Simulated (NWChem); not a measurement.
# CHAlClNO$_{2}$; SMILES O=C=[N][Al]([OH])[Cl]

```xyz
7

Al    -0.4077     0.6252    -0.0001
Cl     1.2079     1.9345     0.0010
N     -0.1213    -1.1157     0.0004
C      0.1395    -2.2886     0.0001
O      0.3834    -3.4295    -0.0001
O     -1.9562     1.2866    -0.0014
H     -2.7882     0.8118    -0.0020
```
Atoms are numbered in this order, from 1.

Results from NWChem. Pople sets run with spherical d functions. The geometry was optimised at PBE0/def2-SVP. Vzz is the largest principal value of the second derivative of the potential at the nucleus (NWChem prints the opposite sign); η is the asymmetry. Non-relativistic.

Question: Estimate the computed values for PBE/6-31G*. Quantities: Vzz Al1 (a.u.); η Al1; Vzz Cl2 (a.u.); η Cl2; Vzz N3 (a.u.); η N3; Vzz O5 (a.u.); η O5.

Answer: 
```yaml
Vzz Al1 (a.u.): 0.636
"η Al1": 0.41
Vzz Cl2 (a.u.): 1.507
"η Cl2": 0.28
Vzz N3 (a.u.): 0.389
"η N3": 0.17
Vzz O5 (a.u.): 0.714
"η O5": 0.12
```
